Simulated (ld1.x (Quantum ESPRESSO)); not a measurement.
**praseodymium (Pr) PAW: all-electron and pseudo phase curves**

```
Element                 : praseodymium
Generator               : ld1.x (Quantum ESPRESSO) 7.5
Type                    : PAW
Functional              : PBE
Relativity              : scalar-relativistic
Frozen core             : [Kr] 4d10 5s2
Valence charge          : 11
Reference configuration : 4f2 5p6 5d0 6s0 6p0 (charge +3)
Partial waves           : 6s (bound, empty): rcut 2.60, rcutus 3.40 bohr; 6s channel at -0.15 Ry: rcut 2.60, rcutus 3.40 bohr; 5p (bound): rcut 2.10, rcutus 2.65 bohr; 6p (bound, empty): rcut 2.10, rcutus 2.65 bohr; 5d (bound, empty): rcut 2.10, rcutus 2.40 bohr; 5d channel at -1.4 Ry: rcut 2.10, rcutus 2.40 bohr; 4f (bound): rcut 0.70, rcutus 0.85 bohr; 4f channel at 1.45 Ry: rcut 0.70, rcutus 0.85 bohr
Local potential         : all-electron potential smoothed inside 0.65 bohr (lloc = -1)
Core correction         : a·sin(br)/r model core, default radius (core density twice the valence density)
Augmentation charge     : BESSEL, radius 0.55 bohr
```

The phase is arctan(r·u′/u) with u = r·R(r), unwrapped; energies in Ry, scanned from -5 to 5 Ry. A pole is an energy at which the radial function vanishes at the test radius. The pseudo phase is shifted by a multiple of π to meet the all-electron one at the reference energy, and phase errors are pseudo minus all-electron; the curves can meet again beyond the range given. Levels narrower than the energy grid can be missing from the lists of poles. n/a: not evaluated, since a narrow level or a reset projector energy made the automatic matching unsafe.

Q: For each channel, where are the poles, and over which energies does the pseudopotential scatter like the atom?

A:

```
channel  radius (bohr)  reference energy (Ry)  poles, all-electron      poles, pseudo  unbroken range about the reference energy with phases within 0.05 rad  phase error 1 Ry above the reference energy (rad)
      s           3.68                  -1.54   -4.81, -0.55, 4.36        -0.55, 4.19                                                             above -4.8                                             -0.001
      p           3.68                  -1.20          -3.42, 0.30  -3.42, 0.29, 4.70                                                              below 1.8                                             -0.000
      d           3.68                  -1.76          -1.55, 1.87        -1.55, 1.84                                                              below 3.5                                             -0.000
      f           3.68                  -2.19           0.49, 4.15         0.49, 4.15                                                                    n/a                                                n/a
```

Note: ghost states, extra bound levels that the all-electron valence spectrum of the same l lacks: s at -536.5 eV, s at -363.5 eV, d at -146.2 eV (p not tested). A true bound ghost makes a file unfit for plane-wave use. Its overlap operator is not positive definite in a basis up to 400 Ry (lowest eigenvalue p -0.67), so the file is unfit for use: the generalised eigenproblem breaks down once the basis is large enough, and its test numbers describe a broken file.

Phases in the f channel:

```
E (Ry)  all-electron  pseudo
 -5.00         1.435   1.435
 -4.48         1.426   1.426
 -3.96         1.414   1.414
 -3.44         1.398   1.398
 -2.92         1.375   1.375
 -2.40         1.332   1.332
 -1.88        -1.832  -1.832
 -1.36        -1.946  -1.946
 -0.84        -2.348  -2.348
 -0.32        -4.164  -4.163
  0.20        -4.624  -4.624
  0.72        -4.768  -4.767
  1.24        -4.894  -4.894
  1.76        -5.210  -5.210
  2.28        -7.100  -7.099
  2.80        -7.644  -7.644
  3.32        -7.766  -7.766
  3.84        -7.827  -7.827
  4.36        -7.871  -7.871
  4.88        -7.913  -7.913
```
